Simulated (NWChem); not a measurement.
System: C₂H₇BO₂; SMILES COBOC

NWChem input:

```
start job
memory heap 200 mb stack 900 mb global 1100 mb
geometry units angstroms noautoz
  B     -0.773036    -0.009020     0.003925
  H     -1.896270    -0.428108     0.003430
  O      0.302955    -0.844967     0.006992
  C      0.153215    -2.255282    -0.003741
  H     -0.902315    -2.551853    -0.005480
  H      0.640138    -2.662816    -0.896680
  H      0.641134    -2.675470     0.882714
  O     -0.610406     1.336822    -0.002067
  C      0.674985     1.950839    -0.001199
  H      1.461327     1.252379    -0.301378
  H      0.648263     2.795344    -0.696823
  H      0.897220     2.330493     1.002723
end
basis spherical
  * library def2-svp
end
dft
  xc xpbe96 cpbe96
  iterations 150
  mulliken
end
task dft energy
```

Coordinates come from a B3LYP/6-31G* (spherical d) optimisation.

Task: Predict the main results of this run. (PBE/def2-SVP.) Quantities: energy (Ha); highest occupied level (eV); orbital gap (eV); dipole (D).

Result: 
```yaml
energy (Ha): -255.29
highest occupied level (eV): -6.52
orbital gap (eV): 6.83
dipole (D): 1.59
```
